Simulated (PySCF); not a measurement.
## Shapes and spin states of As₂H₆

All numbers come from PBE0 in PySCF with As def2-TZVP, H def2-TZVP; no relativity; density-fitted integrals.

Relaxations began from a few typed shapes and spin states; open shells are unrestricted. The search is not exhaustive: other isomers or separated fragments can lie lower, and high-lying points may rest on an excited occupation.

Task: Which is the lowest minimum found?
A. singlet C2h: As–H 1.520 Å (×4), As–H 1.523 Å (×2); H–As–H 92.3° (×6)
B. triplet C2: As–As 2.561 Å, As–H 1.509 Å (×2), As–H 1.536 Å (×2), As–H 1.634 Å (×2); As–As–H 96.0° (×2), As–As–H 117.7° (×2), As–As–H 145.2° (×2), H–As–H 92.2° (×2), H–As–H 94.0° (×2)
C. singlet Ci: As–H 1.522 Å (×6); H–As–H 91.9° (×6)
D. triplet D2h: As–As 2.699 Å, As–H 1.513 Å (×4); As–As–H 126.7° (×4), H–As–H 106.6° (×2)
E. triplet C2: As–As 2.417 Å, As–H 1.513 Å (×2), As–H 1.649 Å (×2), As–H 1.657 Å (×2); As–As–H 90.9° (×2), As–As–H 94.2° (×2), As–As–H 97.0° (×2), H–As–H 91.7° (×2), H–As–H 92.3° (×2)
F. singlet C2h: As–H 1.521 Å (×6); H–As–H 92.2° (×6)
G. triplet C2h: As–As 2.555 Å, As–H 1.503 Å (×2), As–H 1.581 Å (×4); As–As–H 95.4° (×2), As–As–H 131.9° (×4), H–As–H 90.9° (×2), H–As–H 98.6° (×4)
H. triplet C2h: As–As 2.432 Å, As–H 1.514 Å (×2), As–H 1.652 Å (×4); As–As–H 93.5° (×4), As–As–H 97.0° (×2), H–As–H 91.2° (×4), H–As–H 172.3° (×2)

Result: A. The others lie at 1.8 (singlet C2h, a saddle point), 3.1 (singlet Ci, a saddle point), 384.5 (triplet C2), 391.5 (triplet C2h, a saddle point), 391.9 (triplet C2), 392.8 (triplet C2h, a saddle point), 668.8 (triplet D2h, a saddle point) kJ/mol above it.
